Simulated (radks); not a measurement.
Task: Valence configurations of Ta IV (all share [Xe]). Method: Dirac Kohn-Sham, PBE, spin-unpolarised, spherical densities, finite nucleus; open shells are shared between the two j in proportion to 2j + 1; Fermi nuclear charge, rms radius 5.3507 fm; computed with a radial shooting solver on a logarithmic mesh with Libxc functionals. Order these by energy: 4f13.5 5d2 6s0.5; 4f14 6s2; 4f11 5d4 6s1; 4f13 5d2 6p1; 4f12 5d2 6p2; 4f12 5d2 6s2; 4f11.5 5d2.5 6s2; 4f14 5d2; 4f12 5d3 6s1; 4f13 5d3.

Result: From the lowest, in eV above it: 4f14 5d2 0.000; 4f14 6s2 5.679; 4f13.5 5d2 6s0.5 14.050; 4f13 5d3 27.154; 4f13 5d2 6p1 38.292; 4f12 5d3 6s1 66.486; 4f12 5d2 6s2 72.320; 4f12 5d2 6p2 88.780; 4f11.5 5d2.5 6s2 93.839; 4f11 5d4 6s1 110.26. NIST lists [Xe] 4f14 5d2 as the ground configuration; this level of theory agrees among the configurations tried. The energies are those of spherical spin-averaged densities, not of single terms.
